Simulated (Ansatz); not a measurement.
Cartesian coordinates in Å:
```
Si -0.181 -1.328 0.000
O -0.190 0.211 -0.589
Si 0.495 1.679 -0.471
Cl 0.927 2.097 1.502
H -0.787 -1.348 1.353
H -0.977 -2.163 -0.929
H 1.213 -1.834 0.070
H -0.501 2.687 -0.936
```

The species carries charge 0 and has multiplicity 2.

Task: List the CAM-B3LYP/def2-TZVPP orbital energies in eV (Ansatz 0.2.0). (Best estimate.)

Result: Ansatz gave: α occupied: -2764.46, -1802.71, -1801.78, -523.09, -259.24, -198.29, -198.16, -198.15, -147.07, -146.26, -102.47, -102.42, -102.35, -101.64, -101.57, -101.56, -29.97, -24.88, -18.54, -15.80, -14.06, -13.74, -13.43, -12.10, -11.33, -10.96, -10.87, -10.69, -7.58. α empty: 0.83, 1.57, 2.11, 2.41, 2.64, 2.66, 3.28, 4.79. β occupied: -2764.44, -1802.61, -1801.78, -523.02, -259.22, -198.25, -198.14, -198.12, -146.96, -146.26, -102.35, -102.29, -102.20, -101.64, -101.57, -101.56, -29.82, -24.75, -18.37, -15.52, -13.83, -13.62, -13.14, -11.84, -11.11, -10.82, -10.75, -10.65. β empty: -1.66, 0.95, 1.85, 2.28, 2.46, 2.67, 2.74, 3.53. ⟨S²⟩ = 0.752.
